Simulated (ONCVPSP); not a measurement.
**Pseudopotential generation for cerium (Ce): ONCV, PBE, scalar-relativistic.**

* Element: Ce
* Generator: ONCVPSP 4.0.1
* Type: optimised norm-conserving Vanderbilt (ONCV)
* Functional: PBE
* Relativity: scalar-relativistic
* Frozen core: [Kr] 4d10
* Valence charge: 12
* Reference configuration: 4f0.5 5s2 5p6 5d1.5 6s2
* Partial waves: 5s+6s: rc 1.95 bohr, ncon 4, nbas 7, qcut 5.1 1/bohr, 2 projectors; 5p: rc 2.95 bohr, ncon 4, nbas 7, qcut 4.4 1/bohr, 2 projectors, debl 1.4 Ha; 5d: rc 3.60 bohr, ncon 4, nbas 9, qcut 3.9 1/bohr, 2 projectors, debl 3.9 Ha; 4f: rc 1.85 bohr, ncon 4, nbas 9, qcut 8.6 1/bohr, 2 projectors, debl 2 Ha
* Local potential: polynomial inside 1.70 bohr (lpopt 3, dvloc0 3 Ha)
* Core correction: none

All-electron outer shells of the reference configuration (PBE, scalar-relativistic, ld1.x):

```json
{"shell": "4d", "level (eV)": "-114.20", "outermost node (bohr)": "0.31", "outermost maximum (bohr)": "0.66"}
{"shell": "5s", "level (eV)": "-42.24", "outermost node (bohr)": "0.75", "outermost maximum (bohr)": "1.37"}
{"shell": "5p", "level (eV)": "-24.51", "outermost node (bohr)": "0.80", "outermost maximum (bohr)": "1.53"}
{"shell": "4f", "level (eV)": "-8.29", "outermost node (bohr)": "–", "outermost maximum (bohr)": "0.70"}
{"shell": "6s", "level (eV)": "-3.88", "outermost node (bohr)": "1.80", "outermost maximum (bohr)": "3.68"}
{"shell": "5d", "level (eV)": "-3.57", "outermost node (bohr)": "0.91", "outermost maximum (bohr)": "2.10"}
```

What the tests gave:

```
Cutoffs needed      : 33 Ha and 38 Ha (the cutoffs (Ha) at which the residual kinetic energy of the hardest occupied pseudo-wave falls to 1 and 0.1 mHa per electron)
Ghost test          : no bound ghost flagged; GHOST(+) flagged for d at 87.4 eV
Configuration tests : 1 of 4 tests not solved or not reliable
```

Generation and tests took about 6 s on one core of a shared server CPU.
